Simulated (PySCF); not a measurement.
Computed IR spectrum (relative IR intensity) of a molecule C4H11FSi. Coordinates come from a r2SCAN-D4/def2-SVP optimisation. The values are those of a single conformer. These are r2SCAN-D4/def2-SVP (PySCF) values and carry that method's errors. Frequencies are harmonic and unscaled.

Lines under 2 % of the strongest are left out, and lines within 2 cm⁻¹ are merged.

| ν (cm⁻¹) | relative intensity |
|---|---|
| 227 | 2.4 |
| 430 | 4.3 |
| 604 | 12 |
| 624 | 15 |
| 779 | 7.6 |
| 850 | 10.0 |
| 902 | 11 |
| 907 | 100 |
| 938 | 31 |
| 970 | 18 |
| 1050 | 9.9 |
| 1075 | 5.4 |
| 1101 | 5.3 |
| 1140 | 2.1 |
| 1217 | 2.9 |
| 1471 | 4.3 |
| 1480 | 2.8 |
| 2217 | 40 |
| 2235 | 42 |
| 2243 | 56 |
| 3003 | 8.4 |
| 3012 | 5.3 |
| 3026 | 35 |
| 3065 | 6.5 |
| 3090 | 4.8 |
| 3119 | 20 |
| 3129 | 13 |

**Question.** Identify the compound among the candidates.
A. C[SiH2]C(C)(C)F
B. CCC[C@@H](F)[SiH3]
C. C[C@H](F)CC[SiH3]
D. CCC[SiH2]CF

**Answer.** B, CCC[C@@H](F)[SiH3]
